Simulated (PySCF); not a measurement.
**`C=CC(=O)C[S@](C)=O`, C₅H₈O₂S**

Cartesian coordinates in Å; atom numbers follow the order of the lines, from 1:
```xyz
16

C     2.129   -0.953   -0.692
C     1.906   -0.018    0.224
C     0.722    0.848    0.302
O     0.477    1.496    1.302
C    -0.224    0.851   -0.857
S    -1.458   -0.570   -0.702
C    -2.219   -0.003    0.873
O    -0.690   -1.773   -0.396
H     2.998   -1.587   -0.632
H     1.456   -1.157   -1.506
H     2.593    0.121    1.049
H     0.270    0.716   -1.815
H    -0.837    1.749   -0.860
H    -2.908    0.800    0.635
H    -1.464    0.338    1.574
H    -2.757   -0.848    1.290
```

Level of theory: quadratic response CAM-B3LYP/aug-cc-pVDZ first hyperpolarisability, Taylor convention, gas phase in PySCF 2.14.0. Geometry: GFN2-xTB.

Problem. What is the first hyperpolarisability, and how does it disperse?

Solution. In 10⁻³⁰ esu, Taylor convention; the vector part is βᵢ = ⅓ Σⱼ (βᵢⱼⱼ + βⱼᵢⱼ + βⱼⱼᵢ); β∥ is 3/5 of the vector part along the dipole, the dipole points from − to +:
```tsv
process	λ (nm)	β vector norm	β∥	β HRS	depolarisation ratio
static β(0;0,0)	∞	1.97	-0.69	0.86	4.29
second harmonic β(−2ω;ω,ω)	1064	2.52	-0.78	1.13	3.91
Pockels β(−ω;ω,0)	1064	2.12	-0.72	–	–
second harmonic β(−2ω;ω,ω)	800	3.31	-0.82	1.53	3.50
Pockels β(−ω;ω,0)	800	2.25	-0.74	–	–
```

Problem. Which lowest excitations, dipole and polarisabilities go with it?

Solution. S1 3.76 eV (f = 0.008); S2 4.70 eV (f = 0.030); S3 5.57 eV (f = 0.037); dipole 2.21 D; isotropic α 89.1 au static, 90.1 au at 1064 nm, 90.9 au at 800 nm, 93.5 au at 532 nm, 98.2 au at 400 nm.
